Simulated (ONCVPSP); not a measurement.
# Pseudopotential generation for Al: ONCV, PBEsol, scalar-relativistic.

Input for ONCVPSP 4.0.1:

```
# ATOM AND REFERENCE CONFIGURATION
# atsym  z   nc   nv     iexc    psfile
  Al 13.00    3    1  -116133      upf
#
#   n    l    f
    1    0    2.00
    2    0    2.00
    2    1    6.00
    3    0    2.00
#
# PSEUDOPOTENTIAL AND OPTIMIZATION
# lmax
    1
#
#   l,   rc,      ep,       ncon, nbas, qcut
    0    1.70    0.00    4    8    3.50
    1    1.40    0.14    4    8    5.50
#
# LOCAL POTENTIAL
# lloc, lpopt,  rc(5),   dvloc0
    4    1    1.35    0.00
#
# VANDERBILT-KLEINMAN-BYLANDER PROJECTORs
# l, nproj, debl
    0    2    3.50
    1    1    0.80
#
# MODEL CORE CHARGE
# icmod, fcfact, rcfact
    3    3.00    1.10
#
# LOG DERIVATIVE ANALYSIS
# epsh1, epsh2, depsh
   -2.00    5.00    0.02
#
# OUTPUT GRID
# rlmax, drl
    6.00    0.01
#
# TEST CONFIGURATIONS
# ncnf
    4
# nvcnf
#   n    l    f
    2
    3    0    2.00
    3    1    1.00
#
    1
    3    0    1.00
#
    2
    3    0    2.00
    3    1    0.50
#
    2
    3    0    0.00
    3    1    3.00
#
```

Command:

```bash
oncvpsp.x < Al.dat > Al.out
```

The program printed (shortened: citation, most of the input echo, consistency checks and plot data are left out):

```
ONCVPSP  (Optimized Norm-Conservinng Vanderbilt PSeudopotential)
scalar-relativistic version 4.0.1

#   n    l    f        energy (Ha)
    1    0    2.00    -5.5723683E+01
    2    0    2.00    -4.2696147E+00
    2    1    6.00    -2.8622218E+00
    3    0    2.00    -5.4295255E-01

Reference configufation results
  iterations    26
  all-electron total energy (Ha)   -2.41985320D+02

Begin loop to  construct optimized pseudo wave functions
and semi-local pseudopoentials for all angular momenta

   Wellstate for l =  0  n =  5
     eigenvalue =   2.9570
     asymptotic potential =   3.4570
     half-point radius =  3.0447

Calculating optimized projector #   1

 for l=   0

    Fraction of norm inside rc  0.227368
    Optimizing pswf for qcut=   3.50 a_B^-1,  ecut=   6.14 Ha
    Residual kinetic energy error=  6.09D-04 Ha

    Energy error per electron        Cutoff
         Ha          eV             Ha
         0.01000     0.27211        3.59
         0.00100     0.02721        5.71
         0.00010     0.00272       12.19
         0.00001     0.00027       31.10

Calculating optimized projector #   2

 for l=   0

    Fraction of norm inside rc  0.099790
    Optimizing pswf for qcut=   3.50 a_B^-1,  ecut=   6.14 Ha
    Residual kinetic energy error=  7.53D-02 Ha

    Energy error per electron        Cutoff
         Ha          eV             Ha
         0.01000     0.27211       10.51
         0.00100     0.02721       30.49
         0.00010     0.00272       77.41
         0.00001     0.00027       91.70

   Wellstate for l =  1  n =  4
     eigenvalue =   0.1400
     asymptotic potential =   0.6400
     half-point radius =  6.6261

Calculating optimized projector #   1

 for l=   1

    Fraction of norm inside rc  0.045658
    Optimizing pswf for qcut=   5.49 a_B^-1,  ecut=  15.09 Ha
    Residual kinetic energy error=  2.50D-03 Ha

    Energy error per electron        Cutoff
         Ha          eV             Ha
         0.01000     0.27211        2.22
         0.00100     0.02721       36.06
         0.00010     0.00272      100.20
         0.00001     0.00027      131.97

Construct Vanderbilt / Kleinmman-Bylander projectors

B matrix Hermiticity error, ll=   0
   1   2   -1.3454E-04

  Orthonormal projector coefficients  5.9327E+00  8.9752E-01

Model core correction analysis
  based on d2Exc/dn_idn_j

d2excae - all-electron derivatives

   -4.927403D-02

d2excps - pseudofunction derivatives with no core correction

   -5.282480D-02

rms 2nd derivative error    3.550775E-03

rmatch, rhocmatch    1.4115    0.3298

Teter function model core charge with specified parameters

d2excps - pseudofunction derivatives with core correction

   -5.052633D-02

rms 2nd derivative error    1.252304E-03

Pseudoatom total energy   -1.726790

Diagnostic tests using Vanderbilt-Kleinman-Bylander pseudopotentials
  1 or more projectors used as specified by nproj input data

   l    rcore       rmatch      e in        delta e   norm test  slope test

   0   1.7092837   1.7611813  -0.5429526  -0.0000004   1.0000167   1.0000087
   0   1.7092837   1.7611813   2.9570475   0.0000045   1.0002742   1.0002742

   1   1.4030747   1.4456751   0.1400000   0.0000147   1.0000033   1.0000033

 Testing for bound ghosts
   n   l    E NL Schr. Eq   E Basis Diag.   E Cutoff

   1   0       -0.542953       -0.530548     88.95

   2   1       -0.333912       -0.229684    111.35

 Testing for highly-localized positive-energy ghosts
       l    <radius>/rc     E Basis Diag.   E Cutoff

       0        0.665772        4.689707     88.95  WARNING - GHOST(+)

Test configuration 0

   n   l     f        eae           eps        diff
   1   0  2.0000  -55.72368339
   2   0  2.0000   -4.26961474
   2   1  6.0000   -2.86222184
   3   0  2.0000   -0.54295255   -0.54295294   -3.90D-07

    Total energies and differences
      AE_ref= -2.41985320D+02  AE_tst= -2.41985320D+02  dif=  0.00D+00
      PS_ref= -1.72678952D+00  PS_tst= -1.72678952D+00  dif= -6.66D-16
      PSP excitation error=  6.66D-16

Test configuration 1

   n   l     f        eae           eps        diff
   1   0  2.0000  -55.41186529
   2   0  2.0000   -3.96331035
   2   1  6.0000   -2.55552771
   3   0  2.0000   -0.28352285   -0.28289285    6.30D-04
   3   1  1.0000   -0.09884027   -0.10014816   -1.31D-03

    Total energies and differences
      AE_ref= -2.41985320D+02  AE_tst= -2.42196117D+02  dif= -2.11D-01
      PS_ref= -1.72678952D+00  PS_tst= -1.93941804D+00  dif= -2.13D-01
      PSP excitation error=  1.83D-03

Test configuration 2

   n   l     f        eae           eps        diff
   1   0  2.0000  -56.18811980
   2   0  2.0000   -4.72014152
   2   1  6.0000   -3.31272871
   3   0  1.0000   -0.86914416   -0.86868292    4.61D-04

    Total energies and differences
      AE_ref= -2.41985320D+02  AE_tst= -2.41280807D+02  dif=  7.05D-01
      PS_ref= -1.72678952D+00  PS_tst= -1.02227415D+00  dif=  7.05D-01
      PSP excitation error= -2.07D-06

Test configuration 3

   n   l     f        eae           eps        diff
   1   0  2.0000  -55.55473563
   2   0  2.0000   -4.10429353
   2   1  6.0000   -2.69666388
   3   0  2.0000   -0.40633757   -0.40611679    2.21D-04
   3   1  0.5000   -0.20858053   -0.21044005   -1.86D-03

    Total energies and differences
      AE_ref= -2.41985320D+02  AE_tst= -2.42119915D+02  dif= -1.35D-01
      PS_ref= -1.72678952D+00  PS_tst= -1.86241171D+00  dif= -1.36D-01
      PSP excitation error=  1.03D-03

Test configuration 4

   n   l     f        eae           eps        diff
   1   0  2.0000  -55.54393606
   2   0  2.0000   -4.09229561
   2   1  6.0000   -2.68346535
   3   1  3.0000   -0.14210431   -0.14305037   -9.46D-04

    Total energies and differences
      AE_ref= -2.41985320D+02  AE_tst= -2.41813724D+02  dif=  1.72D-01
      PS_ref= -1.72678952D+00  PS_tst= -1.56113711D+00  dif=  1.66D-01
      PSP excitation error=  5.94D-03
```

The run took about 2.6 s on one core of a shared server CPU.
